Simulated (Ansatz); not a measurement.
Cost and result for the atomization energy of `C=C[SiH]O` radical (9 atoms, 8 bonds).

Z-matrix (Å, degrees):
```
C
C 1 1.336
H 1 1.086 2 122.2
H 1 1.086 2 121.8 3 178.9
Si 2 1.845 1 124.3 3 176.6
H 2 1.090 1 118.3 3 1.1
O 5 1.652 2 113.2 1 8.9
H 5 1.487 2 112.2 1 129.2
H 7 0.958 5 117.3 2 -65.1
```

Total charge 0; spin multiplicity 2. The structure was optimised at the PBE0-D4/def2-TZVP level. It is one conformer, not always the lowest. Program: Ansatz. All runs use 4 threads of an Arm Neoverse V2 on a shared host. Times are those of one run each, without the atoms' runs, and a repeat can differ threefold. Electronic energies, without spin–orbit coupling; frozen cores. CCSD(T)/CBS adds CCSD(T) − MP2 in def2-TZVPP to the MP2 limit, and its time is that of the two runs behind it. T1 = 0.027; ⟨S²⟩ of the reference is 0.87. HSE06 is the plane-wave form, built on full-range PBE exchange.

CCSD(T)/CBS is a level of theory with its own doubt, some kJ/mol a heavy atom from the limit and from the frozen cores, so smaller differences don't rank the functionals.

```tsv
level	functions	wall time	atomization (kJ/mol)	difference from CCSD(T)/CBS	per bond
BLYP-D4/def2-TZVPP	205	2.1 s	3422.3	7.9	1.0
revPBE-D4/def2-TZVPP	205	2.2 s	3406.1	-8.3	-1.0
HSE06-D4/def2-TZVPP	205	3.5 s	3422.7	8.3	1.0
CAM-B3LYP-D4/def2-TZVPP	205	3.5 s	3429.9	15.5	1.9
B2PLYP/def2-TZVPP	205	4.4 s	3382.7	-31.7	-4.0
r2SCAN-D4/def2-TZVPP (with forces)	205	5.5 s	3437.2	22.8	2.8
CCSD(T)/def2-SVP	85	5.5 s	3204.7	-209.7	-26.2
ωB97X-V/def2-TZVPP	205	8 s	3414.3	-0.1	0.0
B97M-V/def2-TZVPP	205	9.5 s	3423.4	9.0	1.1
ωB97M-V/def2-TZVPP (with forces)	205	9.5 s	3416.8	2.4	0.3
MP2/def2-QZVPP	391	21 s	3421.4	7.0	0.9
CCSD(T)/def2-TZVPP	205	2.7 min	3323.4	-91.0	-11.4
CCSD(T)/CBS(def2)	–	3 min	3414.4	0.0	0.0
```

At CCSD(T), def2-SVP lies −209.7 kJ/mol from the extrapolated value and def2-TZVPP −91.0 kJ/mol: correlation converges slowly with the basis, and small sets miss more of it in the bonded molecule than in its fragments. From PBE to PBE0 (25 % exact exchange), in def2-TZVPP and without D4, the atomization energy moves by −64.3 kJ/mol: exact exchange takes away binding that semilocal exchange gives to molecules. In def2-TZVPP, CCSD(T) changes the Hartree–Fock value by +812.7 kJ/mol (the triples alone add +50.9 kJ/mol) and MP2 by +856.1 kJ/mol; breaking electron pairs costs correlation energy, which Hartree–Fock lacks.
